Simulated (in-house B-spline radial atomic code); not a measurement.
One electron outside the 1s2 core: Be⁺

Computed with a B-spline radial code for spherical atoms, no-pair Dirac-Coulomb Hamiltonian, finite nucleus. Rungs: frozen-core Dirac-Hartree-Fock (DHF); Brueckner orbitals from the second-order correlation potential; the same with the Coulomb interaction screened by the core and the hole-particle interaction summed; Breit and QED terms from differences of relaxed Dirac-Fock atoms, where computed. Partial waves beyond l = 6 are extrapolated. The tables show a selection of states; those near core-excited levels, with erratic corrections or far from their DHF start are never shown.

Command:
```bash
python run_mb.py task.json out
```
Settings (nuclear radius in fm, box in bohr, cutoff in hartree):
```
basis_form          2
Z                   4
core_configuration  1s2
rms_radius          2.519
mass_number         9
speed_of_light      137.036
box_radius          65.4
lmax                6
intervals           71
virtual_cutoff      300.0
```

Cost of the run: 10 s on 1 thread of Intel(R) Xeon(R) Platinum 8559C, on a shared host.

Removal energies (cm⁻¹):

```
state     DHF  second order  screened  Breit + QED   final  measured
2s1/2  146210        146849    146902        -6.84  146895    146883
3s1/2   58495         58644     58656        -1.74   58655     58651
3p1/2   50134         50371     50385         -1.5   50384     50387
3p3/2   50131         50369     50382       -0.529   50382     50386
3d3/2   48789             ?         ?            ?       ?         ?
3d5/2   48788         48826     48830    -5.11e-06   48830     48828
4s1/2   31359             ?         ?            ?       ?         ?
4p1/2   28019         28115     28121            -       -     28122
4p3/2   28018         28114     28119            -       -     28122
4d3/2   27444         27461     27463     -0.00476   27463     27462
```

(1) What does correlation do to 4s1/2?

(2) What does correlation do to 3d3/2?

(3) How much does each rung gain against experiment?

Electric-dipole lines from 2s1/2 (reduced matrix elements in atomic units, length form, static core polarisation, sign of DHF taken positive):

| upper | DHF | + core polarisation | + Brueckner | λ (nm) | A (s⁻¹) |
| --- | --- | --- | --- | --- | --- |
| 3p1/2 | 0.4213 | 0.4253 | 0.4343 | 103.61 | 1.72e+08 |
| 3p3/2 | 0.5956 | 0.6012 | 0.6139 | 103.61 | 1.72e+08 |
| 4p1/2 | 0.2344 | 0.2366 | 0.2401 | 84.193 | 9.78e+07 |
| 4p3/2 | 0.3313 | 0.3345 | 0.3394 | 84.192 | 9.78e+07 |

Magnetic hyperfine constants per unit nuclear g factor (MHz, nucleus as a uniformly magnetised ball; they apply to isotopes with nuclear spin):

```tsv
state	DHF	+ core polarisation	+ Brueckner
2s1/2	634	784.8	798.4
3s1/2	163	200.2	202.7
3p1/2	35.06	43.19	44.19
4s1/2	64.31	78.82	79.66
4p1/2	14.69	18.05	18.4
```

(4) What is the static scalar polarisability of 2s1/2?

## Answers

(1) It adds 56.37 cm⁻¹ to the removal energy in second order and 60.84 cm⁻¹ with screening, giving 31420 cm⁻¹ before Breit and QED terms, which weren't computed for this state (measured 31418).

(2) It adds 38.27 cm⁻¹ to the removal energy in second order and 42.32 cm⁻¹ with screening; Breit and QED add -0.0077 cm⁻¹, for a final 48831 cm⁻¹ (measured 48828).

(3) Mean relative error over all 15 computed levels with a measured value, shown above or not (NIST Handbook of Basic Atomic Spectroscopic Data (Sansonetti and Martin, J. Phys. Chem. Ref. Data 34, 1559 (2005))): DHF 0.31 %, second order 0.02 %, screened, with Breit and QED where computed, 0.01 %.

(4) 24.46 bohr³: 0.05182 from the core and 24.41 from the valence electron, Pauli blocking included.
